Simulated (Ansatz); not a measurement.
C₇H₁₃AlS₂⁺, that is AlMe2(sacsac) with one electron fewer, relaxed as a doublet with UKS PBE-D4/def2-SVP in Ansatz, starting from the PBE-D4/def2-SVP geometry of the neutral singlet. Force threshold 0.03 eV/Å.

Start:

Cartesian coordinates in Å:
```
Al -1.606 -0.692 -0.501
C -0.936 -2.426 0.159
H 0.097 -2.358 0.561
H -0.926 -3.189 -0.649
H -1.580 -2.827 0.972
C -3.404 -0.459 -1.273
H -3.612 0.585 -1.584
H -4.194 -0.754 -0.548
H -3.543 -1.105 -2.167
S -0.026 0.235 -1.964
C 1.350 0.496 -0.972
C 2.653 0.542 -1.732
C 1.400 0.726 0.416
C 0.396 1.040 1.358
C 0.865 1.606 2.678
S -1.300 0.912 1.196
H 3.465 1.018 -1.149
H 2.968 -0.492 -1.992
H 2.524 1.078 -2.693
H 2.424 0.868 0.803
H 1.670 2.355 2.539
H 1.285 0.784 3.298
H 0.029 2.058 3.243
```

Task: Estimate the energy that the relaxation releases and the steps that it takes.

Result: 6.4 kcal/mol, in 15 steps; 45 s on 2 threads of AMD EPYC 7R13 on a shared host and a share (18 GiB) of an NVIDIA H100 80GB HBM3. No frequencies were taken in this run, so the end may be a saddle point.

Task: Does the start keep its bonding?

Result: By distances, no bond broke or formed. The bond that changes most is Al1–S16, from 2.35 to 2.29 Å (atoms count from 1).

Task: Predict the relaxed structure.

Result: 
```tsv
atom	x (Å)	y (Å)	z (Å)
Al1	-1.4244	-0.9597	-0.3580
C2	-1.5624	-2.9442	0.0372
H3	-0.6065	-3.2557	0.4990
H4	-1.7434	-3.4502	-0.9308
H5	-2.4204	-3.0716	0.7254
C6	-3.1583	-0.3503	-1.2000
H7	-3.0637	0.7334	-1.4041
H8	-3.9658	-0.5656	-0.4733
H9	-3.2930	-0.9361	-2.1300
S10	0.3641	-0.5198	-1.7184
C11	1.5119	0.4887	-0.9300
C12	2.7313	0.7588	-1.7670
C13	1.4626	1.0559	0.3596
C14	0.5425	1.0265	1.4332
C15	0.9247	1.7829	2.6752
S16	-0.9663	0.2240	1.5531
H17	3.3018	1.6305	-1.3957
H18	3.4029	-0.1281	-1.7339
H19	2.4677	0.9112	-2.8318
H20	2.3512	1.6698	0.5852
H21	1.3857	2.7584	2.4210
H22	1.6923	1.2001	3.2325
H23	0.0654	1.9411	3.3516
```
Bond lengths: 4 × C–C 1.41 to 1.50 Å; 2 × Al–C 2.02 to 2.03 Å; 2 × C–S 1.71 to 1.72 Å; 2 × Al–S 2.29 Å; 13 × C–H 1.10 to 1.11 Å.
